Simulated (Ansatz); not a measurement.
The cluster PbSe2⁻. Total charge -1; doublet. Geometry r2SCAN-D4/def2-TZVPD; atoms count from 1.

| atom | x (Å) | y (Å) | z (Å) |
| --- | --- | --- | --- |
| Pb1 | -0.2635 | -0.5618 | 0.4104 |
| Se2 | 1.4742 | -1.1766 | -1.3382 |
| Se3 | -1.2107 | 1.7383 | 0.9279 |

In the def2 sets Pb takes a core potential; there is no spin–orbit coupling. The structure comes from a short search, and lower isomers may exist.

(1) Estimate the Mulliken populations from the PBE0/def2-TZVPD orbitals of Ansatz.

(2) Where does the spin sit?

(3) And the Mayer bond orders between heavy atoms (over 0.3)?

Results:

(1) 
| atom | charge (e) | spin (α − β) |
| --- | --- | --- |
| Pb1 | 0.35 | 0.16 |
| Se2 | -0.68 | 0.42 |
| Se3 | -0.68 | 0.42 |
Mulliken values depend strongly on the basis. With diffuse functions, as here, like atoms can get unlike values, and bond orders can come out too low or too high.

(2) Summed by element: Pb 0.16, Se 0.84, of 1 unpaired in all. Largest on single atoms: Se2 0.42, Se3 0.42, Pb1 0.16.

(3) Pb1–Se2 1.35 (2.54 Å); Pb1–Se3 1.35 (2.54 Å).
